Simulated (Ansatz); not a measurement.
Isolated molecules relaxed with PBE0-D4/def2-TZVP in Ansatz; ΔE leaves out vibrations. CCSD(T)/CBS adds triple-zeta CCSD(T) − MP2 to the extrapolated MP2 energy (def2 sets, frozen cores). DFT in def2-TZVPP. B3LYP here is the variant with VWN-RPA as its local correlation; programs differ in this. For Ge outer-core shells are correlated without core-valence functions, which leaves a few kJ/mol of doubt a bond. Scalar relativity is left out up to krypton. Each species was taken in one conformer, which may not be the lowest.

Reaction (cleavage of the Si–Ge bond): `[NH2][GeH2][SiH2]Cl` + `BN[SiH2][SiH3]` → `BN([SiH2][SiH3])[SiH2]Cl` + `[NH2][GeH3]`

`[NH2][GeH2][SiH2]Cl`:

Z-matrix (Å, degrees):
```
Ge
Si 1 2.383
N 1 1.845 2 107.4
H 1 1.537 2 111.4 3 -116.3
H 1 1.553 2 109.0 3 124.3
Cl 2 2.060 1 110.2 3 65.8
H 2 1.485 1 111.1 3 -174.5
H 2 1.486 1 110.9 3 -53.4
H 3 1.011 1 114.0 2 64.8
H 3 1.011 1 113.6 2 -170.5
```

`BN[SiH2][SiH3]`:

```xyz
12

B     1.960    1.284   -0.300
N     0.680    0.873   -0.687
Si    0.008   -0.738   -0.546
Si   -1.784   -0.770    0.965
H     2.714    0.476    0.162
H     2.278    2.431   -0.435
H     0.071    1.584   -1.067
H    -0.480   -1.194   -1.878
H     1.103   -1.631   -0.094
H    -1.322   -0.410    2.333
H    -2.819    0.215    0.544
H    -2.408   -2.121    1.004
```

`BN([SiH2][SiH3])[SiH2]Cl`:

```xyz
15

B     1.963    0.022   -0.148
N     0.742   -0.023    0.560
Si   -0.547    1.098    0.096
Si   -1.532    0.446   -1.924
Si    0.482   -1.180    1.825
Cl   -1.053   -2.440    1.290
H     2.105    0.837   -1.018
H     2.843   -0.744    0.121
H    -1.552    1.075    1.194
H     0.024    2.466    0.002
H    -2.564    1.441   -2.323
H    -0.494    0.373   -2.986
H    -2.170   -0.888   -1.773
H     0.048   -0.501    3.065
H     1.706   -1.982    2.018
```

`[NH2][GeH3]`:

Z-matrix (Å, degrees):
```
Ge
N 1 1.843
H 1 1.536 2 106.9
H 1 1.548 2 114.5 3 -120.5
H 1 1.536 2 106.8 3 119.0
H 2 1.011 1 113.7 3 59.1
H 2 1.011 1 113.6 3 -176.9
```

Problem. Is it downhill or uphill in electronic energy at CCSD(T)/CBS, and by how much? (Estimate.)

Solution. Computed: Downhill: ΔE = -11.6 kcal/mol.

Problem. What do these levels give: PBE-D4, ωB97M-V, B2PLYP, PBE, r2SCAN, B3LYP, MP2/def2-TZVPP, SCS-MP2/def2-TZVPP, HF/def2-QZVPP, MP2/def2-QZVPP, HF/CBS(def2), CCSD/CBS(def2)? (Best estimate.)

Solution. Computed: PBE-D4 -7.3, ωB97M-V -11.8, B2PLYP -10.2, PBE -5.4, r2SCAN -9.3, B3LYP -7.7, MP2/def2-TZVPP -13.5, SCS-MP2/def2-TZVPP -13.2, HF/def2-QZVPP -12.4, MP2/def2-QZVPP -13.5, HF/CBS(def2) -12.4, CCSD/CBS(def2) -11.3 kcal/mol.

Largest T1 diagnostic among the species: 0.013.

From PBE to PBE0 (25 % exact exchange), in def2-TZVPP and without D4, ΔE moves by −1.7 kcal/mol. The D4 term adds −2.9 kcal/mol with B3LYP and −1.7 kcal/mol with PBE0; it sums over pairs of atoms, weighted by their polarisabilities, and B3LYP, whose exchange is more repulsive, gets the larger term.
